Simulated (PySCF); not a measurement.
Job file and geometry (Å, from GFN2-xTB) of an NMR shielding run on SMILES C[C@H]1COB(O)O1, C₃H₇BO₃, GIAO PBE0/pcSseg-1 NMR shielding, non-relativistic, gas phase (PySCF); density fitting, a coarse starting grid and PySCF grid level 2 are the driver's defaults:

```
$ OMP_NUM_THREADS=1 python probes_run.py task.json out

{"job": {"kind": "nmr", "xc": "PBE0", "basis": "pcSseg-1"}, "charge": 0, "multiplicity": 1}
C     -1.721425    -0.628143     0.331092
C     -0.693220     0.423175    -0.069228
C      0.437090     0.597703     0.982049
O      1.630691     0.257680     0.311709
B      1.317189    -0.068537    -0.996011
O      2.220500    -0.440227    -1.916370
O     -0.020067     0.033689    -1.254814
H     -1.227367    -1.577680     0.522555
H     -2.248865    -0.306238     1.225255
H     -2.436255    -0.765710    -0.475168
H     -1.195687     1.377453    -0.271659
H      0.513910     1.627351     1.343417
H      0.303608    -0.075791     1.834344
H      3.119221    -0.455198    -1.589338
```

Problem. What does the program print?

Solution. 
```
coarse grid: 11944 points
cycle   1  E = -368.5192930009  dE =  1.149e+00  |g| = 9.525e-01  |ddm| = 3.206e+00
cycle   2  E = -368.3894029971  dE =  1.299e-01  |g| = 1.295e+00  |ddm| = 1.390e+00
cycle   3  E = -368.6793135773  dE = -2.899e-01  |g| = 7.715e-02  |ddm| = 8.663e-01
cycle   4  E = -368.6803128969  dE = -9.993e-04  |g| = 3.733e-02  |ddm| = 7.153e-02
cycle   5  E = -368.6805969504  dE = -2.841e-04  |g| = 9.928e-03  |ddm| = 3.008e-02
cycle   6  E = -368.6806114100  dE = -1.446e-05  |g| = 3.782e-03  |ddm| = 7.695e-03
cycle   7  E = -368.6806140522  dE = -2.642e-06  |g| = 4.643e-04  |ddm| = 2.530e-03
final grid: 116064 points
cycle   8  E = -368.7512552406  dE = -3.729e-05  |g| = 1.181e-02  |ddm| = 2.258e-02
cycle   9  E = -368.7512320972  dE =  2.314e-05  |g| = 1.644e-02  |ddm| = 1.632e-02
cycle  10  E = -368.7512811446  dE = -4.905e-05  |g| = 8.463e-04  |ddm| = 9.762e-03
cycle  11  E = -368.7512812891  dE = -1.445e-07  |g| = 2.340e-04  |ddm| = 7.773e-04
cycle  12  E = -368.7512812983  dE = -9.242e-09  |g| = 9.320e-05  |ddm| = 1.789e-04
cycle  13  E = -368.7512812998  dE = -1.447e-09  |g| = 2.149e-05  |ddm| = 5.864e-05
cycle  14  E = -368.7512812998  dE = -8.708e-11  |g| = 4.940e-06  |ddm| = 1.892e-05
converged SCF energy = -368.7512812998

GIAO shielding tensors (ppm)
atom      isotropic    diamagn.    paramagn.     s11        s22        s33       span
  0 C      160.825     248.115     -87.290    147.015    152.404    183.056     36.041
  1 C      109.966     246.751    -136.785     75.132     98.811    155.955     80.823
  2 C      111.422     247.569    -136.146     80.850    103.229    150.188     69.338
  3 O      242.957     395.122    -152.165    137.888    251.349    339.633    201.746
  4 B       77.946     199.455    -121.509     68.715     70.968     94.154     25.439
  5 O      266.853     384.569    -117.716    192.374    298.548    309.637    117.263
  6 O      219.313     394.390    -175.078    131.698    242.972    283.268    151.570
  7 H       30.599      30.614      -0.015     27.229     29.463     35.103      7.874
  8 H       30.799      29.564       1.235     27.058     28.165     37.174     10.116
  9 H       29.979      28.991       0.987     25.900     27.759     36.277     10.377
 10 H       27.011      30.955      -3.944     23.777     25.686     31.569      7.791
 11 H       27.229      30.135      -2.906     23.373     26.232     32.082      8.709
 12 H       27.877      30.998      -3.121     23.890     27.593     32.149      8.259
 13 H       28.361      30.500      -2.138     21.178     24.465     39.441     18.263
```

Size and cost of the density-fitted run: 154 basis functions, 15 s wall time on 1 thread of an Arm Neoverse V2, shared host; peak memory 0.71 GiB.
